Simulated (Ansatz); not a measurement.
The cluster Re₄⁺. The state is a doublet with charge 1. Geometry PBE0-D4/def2-SVP; atoms count from 1.

```xyz
4

Re    1.246   -0.571    0.858
Re    0.972    0.285   -1.222
Re   -1.007   -0.548    1.097
Re   -1.211    0.834   -0.734
```

In the def2 sets Re takes a core potential; there is no spin–orbit coupling. The charge 1 doublet is spin-contaminated (final ⟨S²⟩ up to 2.84, 0.75 for a pure state). The structure comes from a short search, and lower isomers may exist.

Estimate the Mulliken populations from the PBE0/def2-TZVP orbitals of Ansatz.


```csv
atom,charge (e),spin (α − β),d electrons
Re1,0.23,-0.90,5.50
Re2,0.25,2.29,5.51
Re3,0.25,2.29,5.51
Re4,0.28,-2.67,5.47
```
Mulliken values depend strongly on the basis.

Where does the spin sit?

Summed by element: Re 1.00, of 1 unpaired in all. Largest on single atoms: Re4 -2.67, Re2 2.29, Re3 2.29.

And the Mayer bond orders between heavy atoms (over 0.3)?

Re1–Re2 2.50 (2.27 Å); Re1–Re3 2.50 (2.27 Å); Re2–Re3 0.31 (3.16 Å); Re2–Re4 2.20 (2.30 Å); Re3–Re4 2.20 (2.30 Å).
